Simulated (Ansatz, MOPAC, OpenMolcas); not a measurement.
**CH3BClFO (SMILES OC(F)BCl): methods side by side**

CH3BClFO: 8 atoms, total charge 0, spin state singlet. SMILES: `OC(F)BCl`. The coordinates come from a PBE0-D4/def2-TZVP relaxation. This is one conformer, not always the lowest.

Each level gives the HOMO–LUMO gap (eV). The values are calculated.

```csv
level,kind,program,value (eV),CPU time
PM6,semi-empirical,MOPAC,10.07,under 2 s
PM7,semi-empirical,MOPAC,9.56,under 2 s
HF/def2-SVP,Hartree–Fock,Ansatz,14.30,2.3 s
SVWN5/def2-SVP,LDA,OpenMolcas,4.08,45 s
revPBE/def2-SVP,GGA,Ansatz,4.35,5.3 s
M06-L/def2-SVP,meta-GGA,OpenMolcas,5.08,59 s
PBE0/def2-SVP,global hybrid,Ansatz,6.82,17 s
CAM-B3LYP/def2-SVP,range-separated hybrid,Ansatz,9.44,7.4 s
wB97X/def2-SVP,range-separated hybrid,Ansatz,11.67,24 s
B2PLYP/def2-SVP,double hybrid,OpenMolcas,9.68,26 s
```

The values span 4.08 to 14.30 eV. Orbital gaps aren't excitation energies, and those of double hybrids come from the SCF part alone; they tend to grow with the share of exact exchange. CPU times are rough (shared hosts, several kinds of processor and program).
